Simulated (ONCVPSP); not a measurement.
## Before and after: ONCV potential for Ag

* Element: Ag (Z = 47)
* Generator: ONCVPSP 4.0.1
* Type: optimised norm-conserving Vanderbilt (ONCV)
* Functional: PBEsol
* Relativity: scalar-relativistic
* Frozen core: [Ar] 3d10
* Valence charge: 19
* Reference configuration: 4s2 4p6 4d10 5s1
* Partial waves: 4s+5s: rc 1.55 bohr, ncon 4, nbas 8, qcut 6.4 1/bohr, 2 projectors; 4p: rc 1.65 bohr, ncon 4, nbas 9, qcut 10 1/bohr, 1 projector; 4d: rc 1.75 bohr, ncon 4, nbas 9, qcut 8.7 1/bohr, 2 projectors, debl 1.6 Ha
* Local potential: polynomial inside 1.05 bohr (lpopt 3, dvloc0 6 Ha)
* Core correction: Teter function fitted to the true core (icmod 2), fcfact 0.25

All-electron outer shells of the reference configuration (PBEsol, scalar-relativistic, ld1.x):

```json
{"shell": "3d", "level (eV)": "-358.49", "outermost node (bohr)": "–", "outermost maximum (bohr)": "0.27"}
{"shell": "4s", "level (eV)": "-94.97", "outermost node (bohr)": "0.44", "outermost maximum (bohr)": "0.82"}
{"shell": "4p", "level (eV)": "-58.51", "outermost node (bohr)": "0.44", "outermost maximum (bohr)": "0.87"}
{"shell": "4d", "level (eV)": "-7.45", "outermost node (bohr)": "0.43", "outermost maximum (bohr)": "1.04"}
{"shell": "5s", "level (eV)": "-4.42", "outermost node (bohr)": "1.11", "outermost maximum (bohr)": "2.49"}
```

Change: d: qcut 9.4.

Cutoffs: the cutoffs (Ha) at which the residual kinetic energy of the hardest occupied pseudo-wave falls to 1 and 0.1 mHa per electron; they do not see the model core or the augmentation charge, which bear on the density cutoff. Errors are all-electron minus pseudo energies relative to the spin-unpolarised reference configuration.

Task: What does the change do?

Result: The potential gets neither clearly harder nor softer (27 Ha and 32 Ha → 29 Ha and 34 Ha); of the 4 tests that both files solve, the error grows in 0 and shrinks in 1 by more than 15 % and 0.3 meV (median size 4.5 → 2.9 meV); neither file shows a bound ghost.

```tsv
quantity	base	changed
cutoff, loose	27 Ha	29 Ha
cutoff, tight	32 Ha	34 Ha
loose cutoff by channel	s 17 Ha, p 19 Ha, d 27 Ha	s 17 Ha, p 19 Ha, d 29 Ha
bound ghosts	none	none
GHOST(+) flags under 300 eV	none	none
error for 4s2 4p6 4d10 5s0, meV [ΔE 7.75 eV]	-2.0	-2.1
error for 4s2 4p6 4d9 5s0, meV [ΔE 29.86 eV]	-3.4	-3.7
error for 4s2 4p6 4d8 5s0, meV [ΔE 66.04 eV]	+5.6	+1.7
error for 4s2 4p6 4d9 5s1 5p1, meV [ΔE 8.61 eV]	+41	+41
s: phases at 1.57 bohr within 0.05 rad from the reference energy up to (Ha; the scan ends near 5)	to the end of the scan	to the end of the scan
p: phases at 1.67 bohr within 0.05 rad from the reference energy up to (Ha; the scan ends near 5)	0.7	0.7
d: phases at 1.77 bohr within 0.05 rad from the reference energy up to (Ha; the scan ends near 5)	to the end of the scan	to the end of the scan
rms error of d²Exc/dni dnj with the model core, mHa	1.42	1.42
```
